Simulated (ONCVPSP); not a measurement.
chromium ONCV: all-electron and pseudo phase curves

```json
{"Element": "Cr (Z = 24)", "Generator": "ONCVPSP 4.0.1", "Type": "optimised norm-conserving Vanderbilt (ONCV)", "Functional": "PBE", "Relativity": "scalar-relativistic", "Frozen core": "[Ar]", "Valence charge": "6", "Reference configuration": "3d5.5 4s0.5", "Partial waves": "4s: rc 2.40 bohr, ncon 3, nbas 6, qcut 2.5 1/bohr, 1 projector; p scattering state at 0.02 Ha: rc 2.00 bohr, ncon 3, nbas 6, qcut 4.3 1/bohr, 2 projectors, debl 2.9 Ha; 3d: rc 1.90 bohr, ncon 5, nbas 10, qcut 7.3 1/bohr, 2 projectors, debl 0.8 Ha", "Local potential": "polynomial inside 1.65 bohr (lpopt 5, dvloc0 2 Ha)", "Core correction": "Teter function, fcfact 5.5, rcfact 1.05"}
```

The phase is arctan(r·R′/R) of the radial function R(r), unwrapped; energies in Ha, scanned from -2 to 5 Ha. A pole is an energy at which the radial function vanishes at the test radius. The pseudo phase is shifted by a multiple of π to meet the all-electron one at the reference energy, and phase errors are pseudo minus all-electron; the curves can meet again beyond the range given. Levels narrower than the energy grid can be missing from the lists of poles.

Q: For each channel, where are the poles, and over which energies does the pseudopotential scatter like the atom?

A:

```tsv
channel	radius (bohr)	reference energy (Ha)	poles, all-electron	poles, pseudo	unbroken range about the reference energy with phases within 0.05 rad	phase error 1 Ha above the reference energy (rad)
s	2.44	-0.14	1.36	0.56, 1.73	below 0.3	-2.989
p	2.03	0.02	-1.52, 3.39	-0.79, 3.40	above -0.5	+0.023
d	1.93	-0.07	0.29, 4.64	0.29, 4.86	the whole range	+0.000
```

Note: ghosts flagged at negative energy: p at -22.7 eV; GHOST(+) flagged for s at 16.4 eV. A true bound ghost makes a file unfit for plane-wave use.

Phases in the d channel:

| E (Ha) | all-electron | pseudo |
| --- | --- | --- |
| -1.98 | 1.230 | 1.230 |
| -1.62 | 1.179 | 1.180 |
| -1.26 | 1.099 | 1.099 |
| -0.90 | 0.944 | 0.945 |
| -0.54 | 0.511 | 0.512 |
| -0.18 | -0.790 | -0.790 |
| 0.18 | -1.472 | -1.472 |
| 0.54 | -1.727 | -1.727 |
| 0.90 | -1.933 | -1.933 |
| 1.26 | -2.236 | -2.235 |
| 1.62 | -2.877 | -2.871 |
| 1.98 | -3.743 | -3.732 |
| 2.34 | -4.188 | -4.179 |
| 2.70 | -4.389 | -4.380 |
| 3.06 | -4.499 | -4.490 |
| 3.42 | -4.571 | -4.561 |
| 3.78 | -4.622 | -4.612 |
| 4.14 | -4.664 | -4.651 |
| 4.50 | -4.699 | -4.684 |
| 4.86 | -4.732 | -4.712 |
